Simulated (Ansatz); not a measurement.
Reaction (formal exchange of groups at the Si–Si bond): `O[Si]([SiH3])([SiH3])S` + `C=C[SiH2]O` → `O[SiH2]/C=C/[SiH3]` + `O[SiH]([SiH3])S`

Isolated molecules relaxed with PBE0-D4/def2-TZVP in Ansatz; ΔE leaves out vibrations. CCSD(T)/CBS is the MP2 limit (def2-TZVPP, def2-QZVPP) plus CCSD(T) − MP2 in def2-TZVPP, frozen cores. Functionals use def2-TZVPP. B3LYP here is the variant with VWN-RPA as its local correlation; programs differ in this. One conformer a species, not always the lowest.

CCSD(T)/CBS gives +1.3 kcal/mol.

(1) Another level gave +0.8 kcal/mol. Which?
A. SCS-MP2/def2-TZVPP
B. PBE0-D4/def2-TZVPP
C. B3LYP/def2-TZVPP
D. r2SCAN/def2-TZVPP

Largest T1 diagnostic among the species: 0.013.

Answers

(1) C. B3LYP 0.8, r2SCAN 2.3, SCS-MP2/def2-TZVPP -0.5, PBE0-D4 3.6 kcal/mol.

The D4 term adds +1.3 kcal/mol with B3LYP and +0.8 kcal/mol with PBE0; it sums over pairs of atoms, weighted by their polarisabilities, and B3LYP, whose exchange is more repulsive, gets the larger term. In def2-TZVPP, CCSD(T) changes the Hartree–Fock value by +2.8 kcal/mol (the triples alone add +0.4 kcal/mol) and MP2 by +1.8 kcal/mol. From PBE to PBE0 (25 % exact exchange), in def2-TZVPP and without D4, ΔE moves by −0.8 kcal/mol.
